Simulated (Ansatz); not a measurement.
Isomers of FH$_{5}$OSi$_{2}$, relaxed with PBE0-D4/def2-TZVP in Ansatz; electronic energies, one conformer each and not always the lowest. Functionals use def2-TZVPP; CBS adds triple-zeta CCSD(T) − MP2 to the MP2 limit of def2-TZVPP and def2-QZVPP.

Task: Order them by energy at frozen-core CCSD(T)/CBS, lowest first. (Estimate.)
A. `O[SiH2][SiH2]F`
B. `F[SiH2]O[SiH3]`
C. `O[SiH](F)[SiH3]`

Result: B (0.0 kcal/mol), C (27.3 kcal/mol), A (35.4 kcal/mol).

Task: How do r2SCAN-D4, ωB97M-V, HF/CBS(def2), B3LYP-D4 place them (kcal/mol, against `F[SiH2]O[SiH3]`)? (Best estimate.)

Result: Computed: 
| isomer | r2SCAN-D4 | ωB97M-V | HF/CBS(def2) | B3LYP-D4 |
| --- | --- | --- | --- | --- |
| `O[SiH](F)[SiH3]` | 25.2 | 27.3 | 34.8 | 26.7 |
| `O[SiH2][SiH2]F` | 33.9 | 35.7 | 41.7 | 34.7 |

B3LYP here is the variant with VWN-RPA as its local correlation; programs differ in this.
